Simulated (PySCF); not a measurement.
## Selenium: a sound run and one with changed settings

Sound run: Se⁺ [Ar] 3d10 4s2 4p3, Se²⁺ [Ar] 3d10 4s2 4p2. Computed with PySCF 2.14 in Sapporo-DKH3-DZP-2012 (6s5p3d1f, 43 functions), with scalar relativity by spin-free X2C-1e. In the sound run the correlated levels freeze [Ar] 3d10. The sound run starts from symmetry-adapted Hartree-Fock orbitals and uses a fine grid where one is needed.

Changed run: basis STO-3G, all-electron and non-relativistic. This setting is unsound on purpose.

```tsv
species	method	sound run (hartree)	changed run (hartree)	converged
Se⁺	UHF	-2427.69846	-2373.29984	yes
Se⁺	MN15	-2431.01412	-2372.05993	yes
Se⁺	TPSS	-2429.34096	-2374.45201	yes
Se⁺	MP2	-2427.75699	-2373.29984	yes
Se²⁺	UHF	-2426.93063	-2372.53530	yes
Se²⁺	MN15	-2430.22478	-2371.29179	yes
Se²⁺	TPSS	-2428.55373	-2373.66807	yes
Se²⁺	MP2	-2426.97497	-2372.54313	yes
Se²⁺	CCSD(T)	-2426.99186	-2372.54903	yes
```

Ionisation energy of Se⁺:

```
 method  sound run (eV)  changed run (eV)
    UHF          20.894            20.804
   MN15          21.479            20.902
   TPSS          21.422            21.332
    MP2          21.280            20.591
SCS-MP2          21.154            20.548
```

A minimal basis cannot let orbitals breathe on ionisation and holds almost no correlation. The Hamiltonian changed with the basis, so the totals do not compare.

For comparison, NIST gives 21.196 ± 0.01 eV between the lowest levels.
